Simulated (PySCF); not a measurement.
C3HBrCl2. Atoms are numbered in the order given.

```xyz
7

Cl    -2.4161    -0.1473     1.4676
C     -1.5298     0.1517     0.0000
Cl    -2.4161    -0.1473    -1.4676
C     -0.2826     0.5807     0.0000
C      0.9651     0.9860     0.0000
Br     2.4558    -0.2099     0.0000
H      1.2752     2.0438     0.0000
```
Charge 0, spin multiplicity 1.

Coordinates come from a PBE-D3(BJ)/def2-SVP optimisation. The structure was generated by enumeration, and PubChem lists no compound with its InChIKey, so it may never have been made.

Computed with PySCF with PBE-D3(BJ)/def2-SVP.

Frequencies are harmonic and unscaled.

### Question
List the normal modes with their intensities. (Estimate from the structure and the level; the computed values follow.)

### Answer

```csv
mode,ν (cm⁻¹),IR (km/mol),moving atoms (share of kinetic energy)
1,72,0.0,"Cl 66 %, C 21 %, Br 13 %"
2,75,0.0,"Br 36 %, Cl 32 %, C 31 %"
3,210,0.4,"C 59 %, Cl 20 %, H 18 %"
4,246,0.2,"Cl 54 %, C 35 %, Br 9 %"
5,337,2.6,"C 50 %, Cl 38 %, Br 12 %"
6,464,1.3,"C 82 %, Cl 15 %"
7,491,1.4,"C 72 %, Cl 22 %"
8,550,69.2,"C 60 %, Cl 37 %"
9,646,95.8,"C 84 %, H 9 %"
10,752,20.8,"H 72 %, C 28 %"
11,837,206.5,"C 87 %, Cl 13 %"
12,1120,49.2,"H 84 %, C 16 %"
13,1292,15.0,"C 90 %, H 9 %"
14,1996,305.7,C 99 %
15,3117,1.9,"H 91 %, C 9 %"
```
